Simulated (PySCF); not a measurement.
These compounds are isomers of formula C5H11NSi.

A. SMILES C1=C[SiH2]NC1(C)C
B. SMILES C=N[SiH2]CC(=C)C
C. `C=N[C@@H]1C[SiH2][C@@H]1C`

Spectrum 1. 1H NMR (400 MHz, computed): δ 7.68 (d, 1H), 7.22 (d, 1H), 4.89 (m, 1H), 4.84 (m, 1H), 3.86 (m, 1H), 2.08 (m, 1H), 1.78 (m, 1H), 0.99 (d, 3H), 0.95 (m, 1H). 13C{1H} NMR (computed): δ 151.3 (CH2), 76.0 (CH), 31.0 (CH), 19.2 (CH2), 16.5 (CH3).

Spectrum 2. 1H NMR (400 MHz, computed): δ 7.10 (d, 1H), 5.94 (m, 1H), 5.51 (m, 2H), 1.29 (s, 6H), -0.20 (br s, 1H). 13C{1H} NMR (computed): δ 168.1 (CH), 127.2 (CH), 67.2 (C), 33.8 (CH3).

Spectrum 3. 1H NMR (400 MHz, computed): δ 8.76 (m, 1H), 8.64 (m, 1H), 5.06 (t, 2H), 5.02 (m, 1H), 4.93 (m, 1H), 2.15 (t, 2H), 1.97 (s, 3H). 13C{1H} NMR (computed): δ 171.0 (CH2), 149.5 (C), 116.0 (CH2), 30.4 (CH2), 27.1 (CH3).

PySCF calculation with geometry from GFN2-xTB and NMR shieldings at PBE0/pcSseg-1/GIAO; rapidly exchanging positions averaged, one conformer, no solvent, non-relativistic.

Scale: 1H (σ = 31.72 ppm), 13C (σ = 186.93 ppm) against TMS (reference shieldings calculated alike). Where no couplings were computed, multiplicities follow the n + 1 count of equivalent neighbours, and m marks all less simple cases (inequivalent or close neighbours, rings, F or P nearby). Shifts are as computed. Against solution values, carbons near 30 ppm lie about +3 ppm off and those near 130 ppm about +5 ppm. Of 1211 compounds with measured shifts, 218 miss one by over three times the rms of a fit or turn the order of signals round; such compounds aren't used in these exercises. OH and NH positions are gas-phase values without hydrogen bonding to other molecules.

Question: Which spectrum belongs to which compound?

Answer: 1–C, 2–A, 3–B.

- Spectrum 1 (C): 5 13C signals; δC 76.0 is an sp3 CH bonded to N; δC 16.5 is a methyl carbon.
- Spectrum 2 (A): 4 13C signals; δC 127.2 is an alkene CH; δC 67.2 is an allylic fully substituted sp3 carbon bonded to N.
- Spectrum 3 (B): 5 13C signals; δC 149.5 is a fully substituted alkene carbon; δC 116.0 is a terminal =CH2 carbon.
